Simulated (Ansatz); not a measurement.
Input file for Ansatz (a program for electronic structure): R-SVWN5/def2-TZVPP on GaH3 (SMILES [GaH3]).

Ansatz 0.2 input:
```yaml
crystal:
  periodic: [false, false, false]
  atoms:
    - {symbol: Ga, position_ang: [0.00004702, -0.00001264, 0.00012030]}
    - {symbol: H, position_ang: [1.56975984, -0.00980019, -0.00942617]}
    - {symbol: H, position_ang: [-0.77637540, 1.36431522, -0.00161283]}
    - {symbol: H, position_ang: [-0.79333146, -1.35450239, 0.01101870]}
basis:
  gaussian:
    orbitals: def2-TZVPP
hamiltonian:
  xc: {name: SVWN5}
scf: {lower_state_search: off}
```

It printed:

```
WARN ansatz: RAYON_NUM_THREADS=1 ignored (pool sized by the plan → 1); use --threads N
Functional definition: SVWN5
these checks for a lower state are left out or cut short: stability, starts, cluster_reference, orbital_swaps, neighbouring_geometries, increment
integrals: 0.02 GiB planned
545 factors; their error is unknown
mean field: 0.17 GiB planned
mean field evaluation 1: about -52341.1952 eV, gradient 3.8e1 eV
mean field evaluation 2: about -52340.3882 eV, gradient 5.7e1 eV
mean field evaluation 4: about -52342.8038 eV, gradient 1.0e-1 eV
mean field evaluation 8: about -52342.7906 eV, gradient 7.6e-2 eV
mean field -52342.79061187 eV, -1923.5620757685 hartree, gradient 1.7e-6 eV, S^2 0.000000; 0 other end points of the search recorded, 0 dependent functions left out
reference -52342.79064578 eV, -1923.5620770145 hartree; 17, 17 occupied and 73, 73 virtual orbitals, 545 factors
Total energy: -52342.79064578 eV, -1923.5620770145 hartree
Checks for a lower state left out: stability, starts, cluster_reference, orbital_swaps, neighbouring_geometries, increment
```

The run converged.

Cost: around 0.4 core-seconds (rough).
